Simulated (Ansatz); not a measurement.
This geometry of C2H5FOSi (10 atoms, charge 0, multiplicity 1) is a first-order saddle point.

Theory: RKS PBE-D4/def2-SVP (Ansatz 0.2.0).

```xyz
10
Properties=species:S:1:pos:R:3
C -1.098 -0.643 0.590
C 0.321 -0.545 0.050
O 0.402 -0.205 -1.431
Si 1.101 1.011 -0.506
F 0.291 2.424 -0.400
H -1.804 -0.513 -0.254
H -1.334 0.135 1.344
H -1.294 -1.633 1.048
H 0.962 -1.421 0.277
H 2.537 1.340 -0.717
```

Q: Which two structures does it join? (They come from a converged band through this point; their orientation in space is the band's.)

A: No bond is made or broken. The dihedral H7–C1–C2–Si4 goes from -108 to 12°. The two ends are copies of one structure, up to a mirror image or an exchange of like atoms.

Image 0:

```xyz
10
Properties=species:S:1:pos:R:3
C -1.049 -0.530 0.749
C 0.371 -0.441 0.246
O 0.512 -0.653 -1.249
Si 0.998 0.900 -0.824
F 0.024 2.128 -1.279
H -1.724 0.179 0.230
H -1.083 -0.308 1.835
H -1.448 -1.556 0.598
H 1.083 -1.086 0.802
H 2.399 1.316 -1.104
```

Image 8:

```xyz
10
Properties=species:S:1:pos:R:3
C -1.102 -0.682 0.511
C 0.298 -0.550 -0.034
O 0.362 -0.016 -1.452
Si 1.115 1.046 -0.387
F 0.351 2.456 -0.087
H -1.675 -1.433 -0.075
H -1.659 0.275 0.476
H -1.070 -1.025 1.565
H 0.905 -1.474 0.064
H 2.558 1.353 -0.579
```

Q: How far does it lie above each of them?

A: 0.112 eV above the first and 0.112 eV above the second. This is the barrier of this one path; another mechanism may lie lower.

Run time: 49 s on 2 threads of Arm Neoverse V2, on a shared host, peak memory 0.13 GiB.
